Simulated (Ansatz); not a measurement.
Spectroscopic constants of TiN, multiplicity 4 (not the ground state: that is measured with 2S+1 = 2). No spin–orbit coupling. Ti is treated without relativity.

Seven points along R, fitted to fifth degree in 1/R; most abundant isotopes. Runs in def2 and cc sets follow the lowest solution found near the PBE0 minimum.

Codes used: Ansatz (a first-principles code) with Gaussian orbitals. Values without a source in brackets are computed.

| level | r_e (Å) | ω_e (cm⁻¹) | ω_e x_e (cm⁻¹) | α_e (cm⁻¹) | dipole (D) |
|---|---|---|---|---|---|
| PBE/def2-TZVPP | 1.664 | 944 | 4.3 | 0.0031 | 2.79 |
| PBE0/def2-TZVPP | 1.645 | 998 | 4.2 | 0.0028 | 2.99 |
| wB97X-V/def2-TZVPP | 1.644 | 1015 | 3.6 | 0.0026 | 2.98 |
